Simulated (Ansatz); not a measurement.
Molecule: CH8O2Si2, net charge 0, singlet state. 
Coordinates optimised at B3LYP-D3(BJ)/def2-TZVP (Ansatz, an electronic-structure program):
SMILES: [SiH3]OCO[SiH3]
```xyz
13

Si     1.7815    -1.0026     0.4465
O      0.4793    -0.2456     1.1420
C      0.0199     1.0224     0.7533
O     -0.4641     1.0298    -0.5642
Si    -1.7976     0.1745    -1.0567
H      1.4384    -1.5932    -0.8660
H      2.8836    -0.0261     0.2652
H      2.1754    -2.0703     1.3862
H     -0.7714     1.2987     1.4559
H      0.8308     1.7551     0.7941
H     -2.2008     0.7657    -2.3474
H     -1.4940    -1.2622    -1.2378
H     -2.8780     0.3183    -0.0500
```
Charge 0, spin multiplicity 1.

Basis-set convergence of Hartree-Fock and CCSD correlation energies (hartree) with Ansatz. Cores are frozen in the correlated levels unless marked. No spin-orbit coupling. Non-relativistic.

| basis | functions | E(HF) | E(corr, CCSD) |
|---|---|---|---|
| cc-pV(D+d)Z | 128 | -770.19213 | -0.77245 |
| cc-pV(T+d)Z | 280 | -770.29021 | -0.94729 |
| cc-pV(Q+d)Z | 533 | -770.31331 | -1.00570 |

Extrapolating the two largest sets (X = 3 and 4) as X^-3: E(corr) = (64·(-1.00570) - 27·(-0.94729))/37 = -1.0483 Eh, an estimate of the basis-set limit. The largest set recovers 95.9 % of it, the smallest 73.7 %.
